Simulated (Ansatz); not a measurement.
Z-matrix (Å, degrees):
```
C
O 1 1.471
Al 1 2.001 2 89.4
H 1 1.093 2 107.9 3 122.1
H 1 1.093 2 107.9 3 -122.1
B 2 1.354 1 113.3 3 0.0
H 3 1.595 1 134.3 2 -180.0
H 6 1.197 2 119.0 1 -180.0
```

Total charge 0; spin multiplicity 1.

Q: List the B3LYP/def2-TZVPP orbital energies in eV (the Gaussian-basis code of Ansatz). (Estimate.)

A: The calculation gave: Occupied: -1524.33, -521.27, -277.54, -183.89, -112.31, -73.06, -72.86, -72.82, -28.16, -18.33, -13.77, -12.76, -12.36, -10.62, -10.09, -8.97, -7.37, -6.52. Lowest empty: -2.30, 0.10, 0.15, 0.38, 1.17, 1.95, 2.42, 2.56.

B3LYP here is the variant with VWN-RPA as its local correlation; programs differ in this.
